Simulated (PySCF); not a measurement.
SnH2Cl2, SMILES [Cl][SnH2][Cl].

Geometry optimised at PBE-D3(BJ)/def2-SVP. The def2 effective core potentials stand for the cores of Sn; spin–orbit coupling is left out.

All values below come from TDA-LC-ωPBE/def2-SVPD run with PySCF 2.14.0.

Vertical excitations. The molecule is in vacuum. State labels are in the subgroup C2v.

Computed UV-visible absorptions:
```json
[
 {"state": "S1", "symmetry": "B2", "energy (eV)": "6.51", "λ (nm)": "191", "f": "0.043", "main pairs": "HOMO→LUMO 82 %"},
 {"state": "S2", "symmetry": "B1", "energy (eV)": "6.62", "λ (nm)": "187", "f": "0.026", "main pairs": "HOMO−1→LUMO 76 %, HOMO−2→LUMO+1 13 %"},
 {"state": "S3", "symmetry": "A2", "energy (eV)": "6.66", "λ (nm)": "186", "f": "0.000", "main pairs": "HOMO−3→LUMO 72 %, HOMO→LUMO+1 18 %"},
 {"state": "S4", "symmetry": "A1", "energy (eV)": "6.81", "λ (nm)": "182", "f": "0.049", "main pairs": "HOMO−2→LUMO 76 %"},
 {"state": "S5", "symmetry": "A2", "energy (eV)": "7.63", "λ (nm)": "163", "f": "0.000", "main pairs": "HOMO→LUMO+1 72 %, HOMO−3→LUMO 16 %"},
 {"state": "S6", "symmetry": "A1", "energy (eV)": "7.89", "λ (nm)": "157", "f": "0.025", "main pairs": "HOMO−1→LUMO+1 65 %, HOMO−2→LUMO 14 %, HOMO−4→LUMO 11 %"},
 {"state": "S7", "symmetry": "B2", "energy (eV)": "8.08", "λ (nm)": "153", "f": "0.007", "main pairs": "HOMO−3→LUMO+1 64 %, HOMO−6→LUMO 11 %"},
 {"state": "S8", "symmetry": "B1", "energy (eV)": "8.37", "λ (nm)": "148", "f": "0.001", "main pairs": "HOMO−2→LUMO+1 54 %, HOMO−5→LUMO 30 %"},
 {"state": "S9", "symmetry": "B2", "energy (eV)": "8.47", "λ (nm)": "146", "f": "0.046", "main pairs": "HOMO→LUMO+2 74 %"},
 {"state": "S10", "symmetry": "B1", "energy (eV)": "8.69", "λ (nm)": "143", "f": "0.298", "main pairs": "HOMO−1→LUMO+2 31 %, HOMO−5→LUMO 23 %, HOMO−2→LUMO+1 15 %, HOMO−1→LUMO 9 %"},
 {"state": "T1", "symmetry": "B2", "energy (eV)": "5.73", "λ (nm)": "216", "f": "0", "main pairs": "HOMO→LUMO 82 %"},
 {"state": "T2", "symmetry": "B1", "energy (eV)": "6.00", "λ (nm)": "207", "f": "0", "main pairs": "HOMO−1→LUMO 81 %"},
 {"state": "T3", "symmetry": "A2", "energy (eV)": "6.12", "λ (nm)": "203", "f": "0", "main pairs": "HOMO−3→LUMO 68 %, HOMO→LUMO+1 21 %"},
 {"state": "T4", "symmetry": "A1", "energy (eV)": "6.14", "λ (nm)": "202", "f": "0", "main pairs": "HOMO−2→LUMO 78 %"}
]
```
Triplets are in the Tamm–Dancoff approximation.
